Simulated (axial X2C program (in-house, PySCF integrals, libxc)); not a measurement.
## Worked dissociation energy of CoSn: BP86, spin-free

All values were computed with an in-house relativistic program for diatomic molecules. Spin-free means the one-electron spin-free X2C Hamiltonian. Basis: Sn dyall-cv3z [11s12p9d4f1g], Co dyall-cv3z [9s10p6d3f2g] (cores contracted in-house); Gaussian nuclei, density fitting, unrestricted open shells. Masses: Sn 119.902 u, Co 58.933 u.

Molecular state: M_S = 1/2, Λ = 2 (beyond evenly filled blocks: δ+α, δ+β, δ-α).

```
E(Sn) (2M_S = 2, M_L = 0) : -6177.275226 hartree
E(Co) (2M_S = 3, M_L = 0) : -1393.508350 hartree
E(CoSn) at Re             : -7570.890168 hartree
ωe                        : 259.4 cm⁻¹
ωexe                      : 0.799 cm⁻¹
```

Question: Work out De and D0.

Answer: De = -6177.275226 + (-1393.508350) − (-7570.890168) = 0.10659 hartree = 2.901 eV. The zero-point energy is ωe/2 − ωexe/4 = 130 cm⁻¹ = 0.016 eV, so D0 = 2.884 eV.

Occupations by symmetry block were frozen at the best pattern of an incomplete PBE0 search. Dissociation energies refer to the lowest single-determinant-based atoms at the same level and basis. Other states lie close and PBE0, whose exact exchange favours high spin, may order them wrongly; the determinant shown need not be the ground state. The nearest other spin-free determinant of the search, M_S = 1/2, Λ = 3, lies 0.18 eV up at the distance of the search. The functionals have no current-density term, which raises determinants with orbital currents, atoms included. The determinant is spin-polarised beyond a pure state at some levels (its spin-free form has ⟨S²⟩ too high), which makes Re and μ there less reliable. Spin-free De lacks the spin–orbit lowering of the heavy p-block atom, a tenth of an eV or more for 4p and 5p, up to an eV for 6p and one to two eV for 7p atoms, less what an open-shell molecule gains itself.

Each atomic determinant is the lowest at this level and need not be a pure term. Totals compare only within one Hamiltonian and basis.
